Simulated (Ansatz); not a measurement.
GeS₃⁻. Total charge -1; doublet. Geometry PBE0-D4/def2-SVPD.

Cartesian coordinates in Å:
```
Ge -0.134 -0.130 -0.035
S 1.189 0.124 1.626
S 0.542 1.552 -1.170
S -1.598 -1.547 -0.421
```

HSE06 is defined as in plane-wave codes, on full-range PBE exchange. The structure comes from a short search, and lower isomers may exist.

(1) Estimate the α-spin orbital energies around the gap (eV) in Ansatz with PBE-D4/def2-TZVPD, B97M-V/def2-TZVPD, PBE0-D4/def2-TZVPD, HSE06-D4/def2-TZVPD, BHLYP-D4/def2-TZVPD.

## Answers

(1) 
```tsv
orbital	PBE-D4/def2-TZVPD	B97M-V/def2-TZVPD	PBE0-D4/def2-TZVPD	HSE06-D4/def2-TZVPD	BHLYP-D4/def2-TZVPD
HOMO−9	-12.30	-13.43	-14.52	-14.10	-16.56
HOMO−8	-7.12	-7.53	-8.62	-8.20	-9.97
HOMO−7	-4.31	-4.66	-5.62	-5.22	-6.75
HOMO−6	-3.92	-4.30	-5.18	-4.78	-6.26
HOMO−5	-3.22	-3.54	-4.48	-4.07	-5.56
HOMO−4	-2.65	-2.99	-3.90	-3.50	-4.94
HOMO−3	-1.81	-2.16	-3.08	-2.68	-4.20
HOMO−2	-1.79	-2.11	-2.98	-2.59	-4.01
HOMO−1	-1.78	-2.10	-2.87	-2.48	-3.80
HOMO	-1.51	-1.78	-2.60	-2.21	-3.58
LUMO	2.03	2.23	2.74	2.41	3.26
LUMO+1	2.06	2.23	2.77	2.42	3.60
LUMO+2	3.10	3.12	3.43	3.21	3.64
LUMO+3	3.15	3.17	3.50	3.28	3.69
LUMO+4	3.49	3.58	3.95	3.72	4.40
LUMO+5	3.82	3.81	4.20	3.96	4.45
β HOMO	-1.55	-1.82	-2.60	-2.21	-3.34
β LUMO	-0.76	-0.81	-0.06	-0.42	0.80
```
